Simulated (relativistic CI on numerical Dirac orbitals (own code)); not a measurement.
Calculated at this level of theory: Dirac-Coulomb-Breit CI, KLI orbitals optimised for each configuration, model QED, valence Slater integrals scaled by 0.85, P86 correlation estimate, and configurations built on the next ion tied to the tabulated ionisation energy (semi-empirical) (own radial code, finite nucleus).

Configuration list (outside the closed core [Kr]): 5s2, 5s 5p, 5s 4d, 5s 6s, 4d 5p, 5s 5d, 5p2, 5s 6p, 5s 6d, 5s 7s, 5s 5f, 5s 6f, 4d2, 5s 4f, 5s 7p, 5s 5g, 5s 7d, 5d2, 4d 5d, 5p 5d, 4d 6s. Levels of other configurations are missing.

Configurations that consist of the next ion and one excited electron were tied to the tabulated ionisation energy; Rydberg ones are usually within 1,000 to 3,000 cm⁻¹ and the lowest ones within about 6,000 (9,000 in d shells), while levels on excited terms of the next ion carry the error of that term, and the other configurations can be misplaced by 10,000 cm⁻¹ or more. Rates follow the energies as ν³ (E1, M1) or ν⁵ (E2), so rates, branching and lifetimes can be off by large factors. The fine structure of a lone outer electron comes out too small, for d and f at times inverted, and misplaced configurations move strength between like terms. 27 of the 27 excited levels that our extract of the measured tables holds in this range could be paired (the sources list more); they are missed by 950 cm⁻¹ on average and 2485 at most, and levels without a partner can miss by more.

Outline of the computed level scheme of Sr I. Lowest level of each configuration: 5s2 1S_0 at 0.0000 eV; 5s 5p 3P°_0 at 1.4765 eV; 5s 4d 3D_1 at 2.2168 eV; 5s 6s 3S_1 at 3.5390 eV; 4d 5p 3F°_2 at 4.0114 eV; 5s 6p 3P°_0 at 4.1160 eV; 5p2 3P_0 at 4.1391 eV; 5s 5d 1D_2 at 4.2372 eV; 4d2 1D_2 at 4.5236 eV.

Some strong electric-dipole decays among the lowest 37 levels: 5s 5p 1P°_1 → 5s2 1S_0 (1.8e+08 s⁻¹); 5s 5d 3D_3 → 5s 5p 3P°_2 (9.2e+07 s⁻¹); 5s 5d 3D_2 → 5s 5p 3P°_1 (6.5e+07 s⁻¹); 5s 6s 3S_1 → 5s 5p 3P°_2 (6.1e+07 s⁻¹); 5s 5d 3D_1 → 5s 5p 3P°_0 (4.9e+07 s⁻¹); 5s 6s 1S_0 → 5s 5p 1P°_1 (4.7e+07 s⁻¹); 5s 5d 3D_1 → 5s 5p 3P°_1 (4.0e+07 s⁻¹); 5s 6s 3S_1 → 5s 5p 3P°_1 (3.8e+07 s⁻¹).

Rates of lines that live on the mixing of spin multiplicities can be off by large factors.

LS names give the leading component of a level, which can be under half, so a name can repeat, a term be missing and a line seem to break the LS rules.
